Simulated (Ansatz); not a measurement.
Consider the substitution at a C–O bond: `OCO` + `[GeH3][TeH]` → `OC[Te][GeH3]` + H₂O.

Program: Ansatz. Geometries: PBE0-D4/def2-TZVP. ΔE: electronic, gas phase. CCSD(T)/CBS is the MP2 limit (def2-TZVPP, def2-QZVPP) plus CCSD(T) − MP2 in def2-TZVPP, frozen cores. This one scheme is used for every species. Functionals use def2-TZVPP. Elements past krypton have def2 core potentials. For Ge, Te outer-core shells are correlated without core-valence functions, which leaves a few kJ/mol of doubt a bond. Scalar relativity is left out up to krypton. One conformer a species, not always the lowest.

CCSD(T)/CBS gives -0.18 eV.

Another level gave -0.02 eV. Which?
A. SCS-MP2/def2-TZVPP
B. CCSD/def2-TZVPP
C. HF/def2-TZVPP
D. PBE-D4/def2-TZVPP

B. CCSD/def2-TZVPP -0.02, PBE-D4 -0.14, SCS-MP2/def2-TZVPP -0.10, HF/def2-TZVPP 0.23 eV.

Largest T1 diagnostic among the species: 0.011.

From PBE to PBE0 (25 % exact exchange), in def2-TZVPP and without D4, ΔE moves by +0.06 eV. The D4 term adds −0.10 eV with B3LYP and −0.05 eV with PBE0; it sums over pairs of atoms, weighted by their polarisabilities, and B3LYP, whose exchange is more repulsive, gets the larger term.

B3LYP here is the variant with VWN-RPA as its local correlation; programs differ in this.
